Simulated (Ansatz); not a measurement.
Reaction (ligand exchange at a B–C bond): `NBCBr` + `O[SiH3]` → `NBO[SiH3]` + `CBr`

Computed with Ansatz on PBE0-D4/def2-TZVP structures; ΔE is electronic, products minus reactants. CBS: MP2 limit from def2 TZ/QZ plus the TZ coupled-cluster correction, frozen cores. Functionals use def2-TZVPP. For Br outer-core shells are correlated without core-valence functions, which leaves a few kJ/mol of doubt a bond. Scalar relativity is left out up to krypton. Each species was taken in one conformer, which may not be the lowest.

```tsv
level	ΔE (kJ/mol)	difference from CCSD(T)/CBS
LDA (SPW92)	-96.7	6.5
PBE-D4	-97.7	5.5
revPBE-D4	-96.1	7.1
r2SCAN-D4	-105.8	-2.6
B97M-V	-108.8	-5.6
PBE0-D4	-101.8	1.4
r2SCANh-D4	-106.6	-3.4
ωB97M-V	-105.6	-2.4
PBE-QIDH	-105.6	-2.4
PBE	-99.4	3.8
PBE0	-103.2	0.0
BHLYP	-117.2	-14.0
RPA@PBE/def2-TZVPP	-105.9	-2.7
CCSD/def2-SVP	-120.4	-17.2
HF/def2-QZVPP	-128.8	-25.6
SCS-MP2/def2-QZVPP	-108.3	-5.1
CCSD(T)/CBS	-103.2	0
```

Largest T1 diagnostic among the species: 0.012.

Leaving LDA and LC-ωPBE aside and taking each functional with its dispersion term where it has one, the values, not all of them listed here, spread over 18.7 kJ/mol, from BHLYP-D4 to revPBE-D4. From PBE to PBE0 (25 % exact exchange), in def2-TZVPP and without D4, ΔE moves by −3.8 kJ/mol. In def2-TZVPP, CCSD(T) changes the Hartree–Fock value by +21.7 kJ/mol (the triples alone add +2.7 kJ/mol) and MP2 by +22.6 kJ/mol.
